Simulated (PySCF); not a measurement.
Simulated outer-valence photoelectron spectrum of `NB[AsH2]`. Level of theory: EOM-IP-CCSD/aug-cc-pVDZ in PySCF, restricted Hartree–Fock reference, frozen core, non-relativistic, gas phase, PBE0-D3(BJ)/def2-SVP geometry.

Each root has a Gaussian of 0.3 eV full width with its one-hole share as area; cross sections and vibrations are left out, and the highest printed point is 100.

ionisation energy (eV), intensity and a bar:
```
      8.8          7 ##
      9.0         59 ##################
      9.2         39 ############
      9.4          2 #
      9.6          0 
      9.8          0 
     10.0          0 
     10.2          0 
     10.4          0 
     10.6          0 
     10.8         10 ###
     11.0         84 #########################
     11.2        100 ##############################
     11.4         19 ######
     11.6          0 
     11.8          0 
     12.0          0 
     12.2          2 #
     12.4         36 ###########
     12.6         60 ##################
     12.8          8 ###
     13.0          0 
     13.2          4 #
     13.4         48 ##############
     13.6         49 ###############
     13.8          4 #
     14.0          0 
     14.2          0 
     14.4          0 
     14.6          0 
     14.8          0 
     15.0          0 
     15.2          0 
     15.4          0 
     15.6          0 
     15.8          0 
     16.0          0 
     16.2          0 
     16.4          0 
     16.6          0 
     16.8          0 
     17.0          7 ##
     17.2         55 ################
     17.4         41 ############
     17.6         47 ##############
     17.8         50 ###############
     18.0          5 #
```

Problem. Where are the maxima, and how many lines lie under the curve?

Solution. 6 maxima, at 9.1, 11.1, 12.5, 13.5, 17.3 and 17.7 eV, from 7 lines. At this width some lines have no maximum of their own.

Problem. List the lines with their holes.

Solution. 
```
E (eV)  leading hole (HF orbital)  area  Koopmans (eV)
  9.07                       HOMO  0.96           9.36
 11.05                     HOMO-1  0.95          11.64
 11.19                     HOMO-2  0.94          12.13
 12.54                     HOMO-3  0.94          13.20
 13.50                     HOMO-4  0.94          14.66
 17.27                     HOMO-5  0.90          18.78
 17.71                     HOMO-6  0.92          19.38
```

The widest gap, 3.77 eV, lies between 13.50 and 17.27 eV. Only orbitals with −ε under 21 eV, eight at most, were ionised, so the high end of the curve may lack lines.

The values belong to the conformer `[NH2:1][BH:2][AsH2:3]`: H–N1–B2–As3 -179°, H–N1–B2–As3 1°, H–As3–B2–N1 -146°, H–As3–B2–N1 123°.
